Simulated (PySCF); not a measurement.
C₂H₇Si, SMILES [CH2][SiH2]C, multiplicity 2. Geometry: B3LYP-D3(BJ)/def2-SVP. The isomer is the one that the SMILES or the coordinates give; other isomers of the formula were not compared.

Q: Give the equilibrium geometry at B3LYP-D3(BJ)/def2-SVP (PySCF confirms it by a frequency run) as bond lengths and angles. (An estimate is asked for; the answer gives what the named calculation found.)

A: 
Atoms: C1 Si2 C3 H4 H5 H6 H7 H8 H9 H10. Bonds (Å): C1–Si2 1.856, C1–H4 1.096, C1–H5 1.097, Si2–C3 1.886, Si2–H6 1.501, Si2–H7 1.495, C3–H8 1.102, C3–H9 1.102, C3–H10 1.102. Bond angles (°): Si2–C1–H4 123.0, Si2–C1–H5 122.5, H4–C1–H5 114.5, C1–Si2–C3 111.1, C1–Si2–H6 110.2, C1–Si2–H7 109.3, C3–Si2–H6 108.8, C3–Si2–H7 110.6, H6–Si2–H7 106.8, Si2–C3–H8 111.0, Si2–C3–H9 110.9, Si2–C3–H10 110.6, H8–C3–H9 108.2, H8–C3–H10 108.1, H9–C3–H10 107.9.
Charge 0, spin multiplicity 2.
